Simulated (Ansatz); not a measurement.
Input for Ansatz (an electronic-structure program): R-PBE0/def2-TZVPP on C2H6BN (SMILES C=CBN), a point of a torsion scan.

Ansatz 0.2 input:
```yaml
crystal:
  periodic: [false, false, false]
  atoms:
    - {symbol: C, position_ang: [1.41035171, 0.50270209, 0.31349807]}
    - {symbol: C, position_ang: [0.79087226, -0.59832171, -0.09924006]}
    - {symbol: B, position_ang: [-0.73488495, -0.67435093, -0.43057907]}
    - {symbol: N, position_ang: [-1.66236551, 0.24091169, 0.09022900]}
    - {symbol: H, position_ang: [0.87132887, 1.41228779, 0.53435914]}
    - {symbol: H, position_ang: [2.48218738, 0.56557985, 0.43012388]}
    - {symbol: H, position_ang: [1.41349387, -1.46163164, -0.31196281]}
    - {symbol: H, position_ang: [-1.09562689, -1.36848117, -1.30990558]}
    - {symbol: H, position_ang: [-2.24186874, 0.81722829, -0.49384860]}
    - {symbol: H, position_ang: [-1.34792682, 0.80411345, 0.87131616]}
basis:
  gaussian:
    orbitals: def2-TZVPP
hamiltonian:
  xc: {name: PBE0}
scf: {lower_state_search: off}
```

The log:

```
WARN ansatz: RAYON_NUM_THREADS=1 ignored (pool sized by the plan → 1); use --threads N
Functional definition: PBE0
these checks for a lower state are left out or cut short: stability, starts, cluster_reference, orbital_swaps, neighbouring_geometries, increment
integrals: 0.09 GiB planned
1038 factors; their error is unknown
mean field: 0.96 GiB planned
mean field evaluation 1: about -4324.9524 eV, gradient 6.7e1 eV
mean field evaluation 2: about -4319.3344 eV, gradient 8.1e1 eV
mean field evaluation 4: about -4334.4699 eV, gradient 4.6e0 eV
mean field evaluation 8: about -4334.5201 eV, gradient 4.3e-1 eV
mean field evaluation 16: about -4334.5204 eV, gradient 4.6e-6 eV
mean field -4334.52036469 eV, -159.2906853591 hartree, gradient 4.6e-6 eV, S^2 0.000000; 0 other end points of the search recorded, 0 dependent functions left out
reference -4334.52039542 eV, -159.2906864883 hartree; 15, 15 occupied and 193, 193 virtual orbitals, 1038 factors
Total energy: -4334.52039542 eV, -159.2906864883 hartree
Checks for a lower state left out: stability, starts, cluster_reference, orbital_swaps, neighbouring_geometries, increment
```

Self-consistency was reached.

Cost: about 2.9 core-seconds (a rough figure).
